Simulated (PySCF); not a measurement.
**Dipole response of Ag (silver, neutral)**

[Kr] 4d10 5s1, 2S determinant. All numbers are calculated (PySCF 2.14, scalar relativity through the core potential, in aug-cc-pwCVTZ-PP with ECP28MDF (8s8p7d4f3g, 122 functions)). Coupled (time-dependent) response in atomic units; α is the mean over directions.

| method | mean α (bohr³) | C₆ (like pair) | S(−4) |
| --- | --- | --- | --- |
| UHF | 82.94 | 683.7 | 6605 |
| PBE | 46.29 | 355.7 | 1602 |
| PBE0 | 50.98 | 391.9 | 2071 |

S(−4) is the Cauchy moment in α(ω) = α(0) + S(−4) ω² + …

Reference α: 55 ± 8 bohr³ (recommended; Schwerdtfeger and Nagle, table of static dipole polarizabilities (2023 update)). Published C₆: 341.0 (Gould and Bucko (2016)).

Hartree-Fock lies above the reference because it lacks correlation, which contracts the outer shell.

α(iu) at UHF:

```csv
u (hartree),α(iu) (bohr³)
0,82.94
0.0500,69.48
0.100,48.21
0.200,25.04
0.300,16.25
0.500,9.674
0.750,6.565
1.00,4.961
1.50,3.204
2.00,2.248
3.00,1.274
5.00,0.5604
```

A single London oscillator, α(iu) = α/(1 + u²/ω²), gives C₆ = (3/4) ω α². Matching the computed C₆ needs ω = 4 × 683.7 / (3 × 82.94²) = 0.133 hartree.

Energies and moments cover only the electrons outside the core potential.
